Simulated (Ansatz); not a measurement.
C5H11N (SMILES CC1(N)CCC1), singlet, geometry from GFN2-xTB; R2SCAN/pcseg-1 (Ansatz, an electronic-structure program).

Here is a job for Ansatz.
Ansatz 0.2 input:
```yaml
crystal:
  periodic: [false, false, false]
  atoms:
    - {symbol: C, position_ang: [-1.28970137, -0.96974736, -0.63964951]}
    - {symbol: C, position_ang: [-0.41281799, 0.06091262, 0.05756092]}
    - {symbol: N, position_ang: [-1.26359326, 1.02837893, 0.71381664]}
    - {symbol: C, position_ang: [0.64353448, 0.69406911, -0.87377615]}
    - {symbol: C, position_ang: [1.73391101, -0.16046187, -0.21059952]}
    - {symbol: C, position_ang: [0.73971850, -0.58509228, 0.87959281]}
    - {symbol: H, position_ang: [-0.67867631, -1.66383481, -1.20982313]}
    - {symbol: H, position_ang: [-1.86712721, -1.53262635, 0.09197398]}
    - {symbol: H, position_ang: [-1.97907781, -0.46547724, -1.31207363]}
    - {symbol: H, position_ang: [-0.70944963, 1.70814729, 1.22293473]}
    - {symbol: H, position_ang: [-1.88736596, 0.57121741, 1.37003117]}
    - {symbol: H, position_ang: [0.48487247, 0.53189180, -1.93705202]}
    - {symbol: H, position_ang: [0.76179119, 1.76057352, -0.69504000]}
    - {symbol: H, position_ang: [2.61101936, 0.38146342, 0.13727608]}
    - {symbol: H, position_ang: [2.06039122, -0.99093681, -0.83299878]}
    - {symbol: H, position_ang: [0.65139054, -1.65508861, 1.05783751]}
    - {symbol: H, position_ang: [0.90951718, -0.08206349, 1.83144636]}
basis:
  gaussian:
    orbitals: pcseg-1.json
hamiltonian:
  xc: r2scan
```
The basis file holds pcseg-1 in the JSON format of the Basis Set Exchange.

Q: Write the output that Ansatz gives for this input, abridged.

A: 
```
Functional definition: r2SCAN
1608 factors; their error is unknown
mean field evaluation 1: about -6832.0218 eV, gradient 8.2e1 eV
mean field evaluation 2: about -6814.6918 eV, gradient 1.2e2 eV
mean field evaluation 4: about -6848.1654 eV, gradient 5.9e0 eV
mean field evaluation 8: about -6848.2475 eV, gradient 1.0e-1 eV
mean field evaluation 16: about -6848.1190 eV, gradient 1.9e-4 eV
mean field -6848.11899712 eV, -251.6637313225 hartree, gradient 3.4e-5 eV, S^2 0.000000; 0 other end points of the search recorded, 0 dependent functions left out
reference -6848.11900936 eV, -251.6637317723 hartree; 24, 24 occupied and 115, 115 virtual orbitals, 1608 factors
Total energy: -6848.11900936 eV, -251.6637317723 hartree
```
